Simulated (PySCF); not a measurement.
A series of related molecules.

All values: PBE0/pcSseg-1 (PySCF) at GFN2-xTB geometries, gas phase, one conformer each.

**Question.** Rank by the lowest IAO charge on any atom, lowest value first.
A. `[SiH3]p1[pH][pH]1`
B. `[pH]1[pH][pH]1`
C. `CC(C)(C)P1PP1`

**Answer.** C (-0.416 e), A (-0.132 e), B (-0.007 e).

**Question.** Rank by the lowest Hirshfeld charge on any atom, lowest value first.
A. `[pH]1[pH][pH]1`
B. `[SiH3]p1[pH][pH]1`
C. `CC(C)(C)P1PP1[SiH3]`

**Answer.** C (-0.129 e), B (-0.071 e), A (-0.011 e).

**Question.** Rank by LUMO energy, lowest first.
A. `[pH]1[pH][pH]1`
B. `[SiH3]p1[pH][pH]1`
C. `CC(C)(C)p1[pH][pH]1`

**Answer.** B (-0.86 eV), A (-0.73 eV), C (-0.47 eV).

All values together:

```
                SMILES                change    formula  μ (D)  HOMO (eV)  LUMO (eV)  lowest IAO charge (e)  highest IAO charge (e)  lowest Hirshfeld charge (e)  highest Hirshfeld charge (e)
   CC(C)(C)p1[pH][pH]1                parent    C4H11P3   1.89      -7.00      -0.47             -0.416 (C)              +0.145 (H)                   -0.127 (C)                    +0.052 (P)
        [pH]1[pH][pH]1     tBu replaced by H       P3H3   0.82      -7.56      -0.73             -0.007 (H)              +0.009 (P)                   -0.011 (H)                    +0.012 (P)
CC(C)(C)p1[pH]p1[SiH3]    H replaced by SiH3  C4H13P3Si   0.77      -6.96      -0.66             -0.418 (C)             +0.422 (Si)                   -0.129 (C)                   +0.248 (Si)
     [SiH3]p1[pH][pH]1  tBu replaced by SiH3     H5P3Si   1.09      -7.26      -0.86             -0.132 (P)             +0.415 (Si)                   -0.071 (H)                   +0.251 (Si)
```

**Question.** Give the shifts from the parent, `CC(C)(C)p1[pH][pH]1`.

**Answer.** 
```
                SMILES  change in μ (D)  change in HOMO (eV)  change in LUMO (eV)
        [pH]1[pH][pH]1            -1.07                -0.56                -0.26
CC(C)(C)p1[pH]p1[SiH3]            -1.12                +0.04                -0.19
     [SiH3]p1[pH][pH]1            -0.80                -0.26                -0.39
```
